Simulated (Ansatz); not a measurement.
Consider the cleavage of the Si–Si bond: `CO[SiH]([SiH3])Cl` + `OC(O)=[Se]` → `OC(=[Se])O[SiH3]` + `CO[SiH2]Cl`.

Computed with Ansatz on PBE0-D4/def2-TZVP structures; ΔE is electronic, products minus reactants. CCSD(T)/CBS adds triple-zeta CCSD(T) − MP2 to the extrapolated MP2 energy (def2 sets, frozen cores). Functionals use def2-TZVPP. B3LYP here is the variant with VWN-RPA as its local correlation; programs differ in this. For Se outer-core shells are correlated without core-valence functions, which leaves a few kJ/mol of doubt a bond. Scalar relativity is left out up to krypton. One conformer a species, not always the lowest.

```
             level  ΔE (kJ/mol)  difference from CCSD(T)/CBS
            PBE-D4        -61.8                         26.6
         r2SCAN-D4        -77.8                         10.6
           PBE0-D4        -68.2                         20.2
          B3LYP-D4        -82.7                          5.7
           ωB97X-V        -81.8                          6.6
           ωB97M-V        -87.8                          0.6
            B2PLYP        -88.7                         -0.3
               PBE        -61.4                         27.0
            r2SCAN        -78.0                         10.4
              PBE0        -68.1                         20.3
             B3LYP        -81.9                          6.5
     HF/def2-TZVPP       -100.2                        -11.8
    MP2/def2-TZVPP        -96.2                         -7.8
SCS-MP2/def2-TZVPP        -98.3                         -9.9
   CCSD/def2-TZVPP        -88.8                         -0.4
CCSD(T)/def2-TZVPP        -87.4                          1.0
     HF/def2-QZVPP       -102.2                        -13.8
    MP2/def2-QZVPP        -97.5                         -9.1
SCS-MP2/def2-QZVPP        -99.1                        -10.7
      HF/CBS(def2)       -102.5                        -14.1
     MP2/CBS(def2)        -97.2                         -8.8
    CCSD/CBS(def2)        -89.8                         -1.4
       CCSD(T)/CBS        -88.4                            0
```

Largest T1 diagnostic among the species: 0.016.

From PBE to PBE0 (25 % exact exchange), in def2-TZVPP and without D4, ΔE moves by −6.7 kJ/mol. In def2-TZVPP, CCSD(T) changes the Hartree–Fock value by +12.8 kJ/mol (the triples alone add +1.3 kJ/mol) and MP2 by +4.0 kJ/mol.
